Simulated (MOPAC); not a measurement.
Input file for MOPAC: AM1 on BiH3O3 (SMILES [OH][Bi]([OH])[OH]), a point of a torsion scan.

```
AM1 1SCF PRECISE CHARGE=0 THREADS=1
BiH3O3

O     -1.01268358 1    -1.00058117 1    -0.47263928 1
Bi    -0.22829157 1     0.66638208 1     0.46669299 1
O      1.61575310 1    -0.05895554 1     0.01453860 1
O     -0.35448552 1    -0.27356614 1     2.27632138 1
H     -1.96718198 1    -1.02579460 1    -0.46620291 1
H      1.54940404 1    -1.00066934 1    -0.13747275 1
H      0.00487388 1    -1.15755786 1     2.22646199 1
```

Output:

```
*******************************************************************************
 **                                                                           **
 **                              MOPAC v23.2.5                                **
 **                                                                           **
 *******************************************************************************
 ** MOPAC's Digital Object Identifier: https://doi.org/10.5281/zenodo.6511958 **
 **                                                                           **
 ** Please cite the open-source release paper for use of this MOPAC version:  **
 ** J. E. Moussa and J. J. P. Stewart (2026)                                  **
 ** MOPAC: An open-source semiempirical molecular orbital program             **
 ** J. Open Source Softw., 11(119), 8025, https://doi.org/10.21105/joss.08025 **
 *******************************************************************************

                              AM1 CALCULATION RESULTS

 *******************************************************************************
 *  AM1        - The AM1 Hamiltonian to be used
 *
 *
 *
 *                 CHARGE ON SYSTEM = 0
 *
 *
 *
 *  PRECISE    - TIGHTER CRITERIA TO BE USED
 *  1SCF       - DO 1 SCF AND THEN STOP
 *  THREADS=1  - MULTI-THREADING NOT USED
 *  T=         - A TIME OF 172800.0 SECONDS REQUESTED
 *  DUMP=N     - RESTART FILE WRITTEN EVERY 7200.0 SECONDS REQUESTED
 *******************************************************************************
AM1 1SCF PRECISE CHARGE=0 THREADS=1
 BiH3O3

   ATOM   CHEMICAL          X               Y               Z
  NUMBER   SYMBOL      (ANGSTROMS)     (ANGSTROMS)     (ANGSTROMS)

     1       O         -1.01268358  *  -1.00058117  *  -0.47263928  *
     2      Bi         -0.22829157  *   0.66638208  *   0.46669299  *
     3       O          1.61575310  *  -0.05895554  *   0.01453860  *
     4       O         -0.35448552  *  -0.27356614  *   2.27632138  *
     5       H         -1.96718198  *  -1.02579460  *  -0.46620291  *
     6       H          1.54940404  *  -1.00066934  *  -0.13747275  *
     7       H          0.00487388  *  -1.15755786  *   2.22646199  *



          CARTESIAN COORDINATES

    NO.       ATOM           X           Y           Z

     1         O         -1.0127     -1.0006     -0.4726
     2        Bi         -0.2283      0.6664      0.4667
     3         O          1.6158     -0.0590      0.0145
     4         O         -0.3545     -0.2736      2.2763
     5         H         -1.9672     -1.0258     -0.4662
     6         H          1.5494     -1.0007     -0.1375
     7         H          0.0049     -1.1576      2.2265

  H: (AM1): M.J.S. DEWAR ET AL, J. AM. CHEM. SOC. 107 3902-3909 (1985)
  O: (AM1): M.J.S. DEWAR ET AL, J. AM. CHEM. SOC. 107 3902-3909 (1985)
 Bi: (AM1): J. J. P. STEWART, J. MOL. MOD., 10, 155-164 (2004)

           Empirical Formula: H3 O3 Bi  =     7 atoms



      MOLECULAR POINT GROUP   :   C1


      RHF CALCULATION, NO. OF DOUBLY OCCUPIED LEVELS = 13



 ALL CONVERGERS ARE NOW FORCED ON
 SHIFT=10, PULAY ON, CAMP-KING ON
 AND ITERATION COUNTER RESET



 -------------------------------------------------------------------------------
 AM1 1SCF PRECISE CHARGE=0 THREADS=1
 BiH3O3



     1SCF WAS SPECIFIED, SO BFGS WAS NOT USED
     SCF FIELD WAS ACHIEVED


                              AM1 CALCULATION
                                                       MOPAC v23.2.5 Linux




          FINAL HEAT OF FORMATION =          3.19306 KCAL/MOL =      13.35977 KJ/MOL


          COSMO AREA              =        115.80 SQUARE ANGSTROMS
          COSMO VOLUME            =        107.68 CUBIC ANGSTROMS

          IONIZATION POTENTIAL    =         11.165909 EV
          HOMO LUMO ENERGIES (EV) =        -11.166 -4.382
          NO. OF FILLED LEVELS    =         13
          MOLECULAR WEIGHT        =        260.0023         POINT GROUP:  C1

          MOLECULAR DIMENSIONS (Angstroms)

            Atom       Atom       Distance
            H     5    O     3     3.74210
            O     4    H     6     2.86782
            H     7   Bi     2     2.39759


          SCF CALCULATIONS        =          1





   ATOM   CHEMICAL          X               Y               Z
  NUMBER   SYMBOL      (ANGSTROMS)     (ANGSTROMS)     (ANGSTROMS)

     1       O         -1.01268358  *  -1.00058117  *  -0.47263928  *
     2      Bi         -0.22829157  *   0.66638208  *   0.46669299  *
     3       O          1.61575310  *  -0.05895554  *   0.01453860  *
     4       O         -0.35448552  *  -0.27356614  *   2.27632138  *
     5       H         -1.96718198  *  -1.02579460  *  -0.46620291  *
     6       H          1.54940404  *  -1.00066934  *  -0.13747275  *
     7       H          0.00487388  *  -1.15755786  *   2.22646199  *

                             CARTESIAN COORDINATES

   1    O       -1.012683580    -1.000581170    -0.472639280
   2   Bi       -0.228291570     0.666382080     0.466692990
   3    O        1.615753100    -0.058955540     0.014538600
   4    O       -0.354485520    -0.273566140     2.276321380
   5    H       -1.967181980    -1.025794600    -0.466202910
   6    H        1.549404040    -1.000669340    -0.137472750
   7    H        0.004873880    -1.157557860     2.226461990


           Empirical Formula: H3 O3 Bi  =     7 atoms



      MOLECULAR POINT GROUP   :   C1


                  EIGENVALUES
 -34.03149 -33.78282 -33.67560 -17.13499 -16.32004 -15.90753 -15.64886 -12.31002
 -11.96847 -11.67686 -11.50641 -11.29034 -11.16591  -4.38182  -3.89914  -3.68678
   5.89913   6.24590   6.35532


              NET ATOMIC CHARGES AND DIPOLE CONTRIBUTIONS

  ATOM NO.   TYPE          CHARGE      No. of ELECS.   s-Pop       p-Pop
    1          O          -0.753317        6.7533     1.91470     4.83862
    2         Bi           1.572551        3.4274     1.99714     1.43031
    3          O          -0.708208        6.7082     1.91297     4.79524
    4          O          -0.742503        6.7425     1.91306     4.82945
    5          H           0.184175        0.8158     0.81583
    6          H           0.225836        0.7742     0.77416
    7          H           0.221467        0.7785     0.77853
 DIPOLE           X         Y         Z       TOTAL
 POINT-CHG.    -2.346     6.606    -1.126     7.100
 HYBRID        -0.213    -1.308    -0.002     1.325
 SUM           -2.560     5.298    -1.128     5.991


          ATOMIC ORBITAL ELECTRON POPULATIONS

     Atom    s        px        py        pz
    1  O   1.91470   1.23290   1.72376   1.88196
    2 Bi   1.99714   0.50881   0.39735   0.52415
    3  O   1.91297   1.60680   1.28879   1.89965
    4  O   1.91306   1.80928   1.35310   1.66706
    5  H   0.81583
    6  H   0.77416
    7  H   0.77853

 **********************
 *                    *
 * JOB ENDED NORMALLY *
 *                    *
 **********************




 == MOPAC DONE ==
```

The run finished.

Cost: roughly 0.10 core-seconds.
